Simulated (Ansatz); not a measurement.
One change: `[Cl][SnH3]` becomes `[SiH3]Cl`.

Ansatz, PBE0-D4/def2-TZVP geometries, multiplicity 1. 

Elements past krypton have def2 core potentials.

| property | `[Cl][SnH3]` |
| --- | --- |
| size of the dipole moment (PBE/def2-TZVPP) / D | 2.35 |
| HOMO–LUMO gap (ωB97M-V/def2-TZVPP) / eV | 11.63 |
| LUMO energy (ωB97M-V/def2-TZVPP) / eV | 0.76 |
| LUMO energy (B3LYP/def2-TZVPP) / eV | -1.14 |
| ideal-gas entropy at 298 K and 1 bar (rigid rotor, harmonic PBE0-D4/def2-TZVP) / J/(mol·K) | 276 |
| LUMO energy (PBE0/def2-TZVPP) / eV | -0.87 |

(1) Give the same properties after the change, and the shifts. (An estimate is asked.)

## Answers

(1) Ansatz gave: 
```csv
property,`[SiH3]Cl`,shift
size of the dipole moment (PBE/def2-TZVPP) / D,1.16,-1.19
HOMO–LUMO gap (ωB97M-V/def2-TZVPP) / eV,12.97,1.34
LUMO energy (ωB97M-V/def2-TZVPP) / eV,1.70,0.94
LUMO energy (B3LYP/def2-TZVPP) / eV,-0.31,0.83
"ideal-gas entropy at 298 K and 1 bar (rigid rotor, harmonic PBE0-D4/def2-TZVP) / J/(mol·K)",251,-25
LUMO energy (PBE0/def2-TZVPP) / eV,-0.09,0.78
```

With PBE0 the HOMO falls by 0.40 eV and the LUMO rises by 0.78 eV, so the gap widens by about 1.18 eV. PBE moves the HOMO by -0.38 eV and ωB97M-V by -0.41 eV. Dipoles are sizes alone; their direction can turn.

B3LYP here is the variant with VWN-RPA as its local correlation; programs differ in this.
